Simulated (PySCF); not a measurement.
Structure problem from calculated spectra and properties.

Elements present: C, H and O. Monoisotopic mass: 112.0160 u.

- Valence photoelectron: vertical ionisation energy: 9.30 eV [ΔSCF wB97X-D/def2-SVPD]
- UV, strongest line: among the 10 lowest singlet transitions: S4 at 7.00 eV (177 nm, f = 0.584) [TDDFT wB97X-D/def2-SVPD]
- 13C NMR: chemical shifts (computed TMS as zero) by class: 174.6 (1 C), 163.7 (1 C), 154.4 (1 C), 130.8 (1 C), 122.6 (1 C) ppm [GIAO CAM-B3LYP/pcSseg-2]
- 1H NMR: chemical shifts (computed TMS as zero) by class: 8.32 (1 H), 7.48 (1 H), 7.05 (1 H), 5.89 (1 H) ppm [GIAO CAM-B3LYP/pcSseg-2]
- Triplet: lowest triplet excitation (Tamm–Dancoff): 3.88 eV [TDA wB97X-D/def2-SVPD]
- Rotational structure: rotational constants A, B, C: 5.327, 1.557, 1.205 GHz [PBE0-D3(BJ)/def2-SVP]

The electronic properties come from PySCF, for the isolated species, density fitting. Levels stand in brackets. Isolated species at its PBE0-D3(BJ)/def2-SVP geometry (one conformer only). NMR classes are plain means over equivalent atoms (diastereotopic ones count apart unless rotation or inversion swaps them), as if these changed places fast.

**Question.** Which formula fits the mass and the elements?

**Answer.** C5H4O3 (calculated 112.0160). No other formula that holds each of these elements comes within 0.0003 u with a fitting electron parity and a possible valence count.

**Question.** Give a SMILES that accounts for the data.

**Answer.** Numbering: `[O:1]=[C:2]([OH:3])[c:4]1[cH:5][cH:6][o:7][cH:8]1`. Its formula, C5H4O3, gives 4 degrees of unsaturation: 1 ring and 3 π bonds in the structure found (Kekulé form). 5 carbons fall into 5 classes; from least to most shielded: carboxylic acid carbon [C2] (174.6 ppm), aromatic CH next to a ring oxygen [C8] (163.7 ppm), aromatic CH next to a ring oxygen [C6] (154.4 ppm), substituted aromatic carbon [C4] (130.8 ppm), aromatic CH carbon [C5] (122.6 ppm). Hydrogen classes from least to most shielded: 1 H on an aromatic CH next to a ring oxygen, C8 (8.32 ppm), 1 H on an aromatic CH next to a ring oxygen, C6 (7.48 ppm), 1 H on an aromatic CH carbon, C5 (7.05 ppm), 1 H on an acid hydroxyl oxygen, O3 (5.89 ppm). The first electron is taken from the HOMO, whose largest Löwdin shares are 0.27 on an aromatic CH next to a ring oxygen, 0.25 on an aromatic CH next to a ring oxygen, 0.15 on the aromatic CH carbon and 0.15 on the substituted aromatic carbon. The optimised geometry has point group Cs and is an asymmetric top. Structure: `O=C(O)C1=COC=C1`. The assignments are read from this structure; whether some other isomer fits the data as well wasn't checked.

Shape of the structure used: `[O:1]=[C:2]([OH:3])[c:4]1[cH:5][cH:6][o:7][cH:8]1`: O1–C2–C4–C5 -179°, H–O3–C2–O1 0°.
